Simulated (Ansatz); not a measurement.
Compare A (`C[CH]1[S][GeH2]1`) with its isomer B (`C[C](=S)[GeH3]`).

Gas-phase electronic energies from Ansatz, PBE0-D4/def2-TZVP geometries. CCSD(T)/CBS adds triple-zeta CCSD(T) − MP2 to the extrapolated MP2 energy (def2 sets, frozen cores). Functionals use def2-TZVPP. B3LYP here is the variant with VWN-RPA as its local correlation; programs differ in this. For Ge outer-core shells are correlated without core-valence functions, which leaves a few kJ/mol of doubt a bond. Scalar relativity is left out up to krypton.

Task: Which isomer does CCSD(T)/CBS put lower? Give the gap. (An estimate is asked.)

Result: Computed: A, by 62.5 kJ/mol.

Task: Give E(B) − E(A) in kJ/mol with CCSD(T)/def2-TZVPP, B2PLYP, B3LYP-D4, ωB97M-V, PBE0-D4, r2SCAN-D4, PBE-D4. (Estimate.)

Result: Computed: CCSD(T)/def2-TZVPP 55.0, B2PLYP 52.8, B3LYP-D4 48.8, ωB97M-V 60.9, PBE0-D4 71.6, r2SCAN-D4 64.6, PBE-D4 64.2. None reverses the order clearly.

Largest T1 diagnostic: 0.014.

From PBE to PBE0 (25 % exact exchange), in def2-TZVPP and without D4, E(B) − E(A) moves by +7.5 kJ/mol. In def2-TZVPP, CCSD(T) changes the Hartree–Fock value by +12.8 kJ/mol (the triples alone add −0.4 kJ/mol) and MP2 by +24.7 kJ/mol.
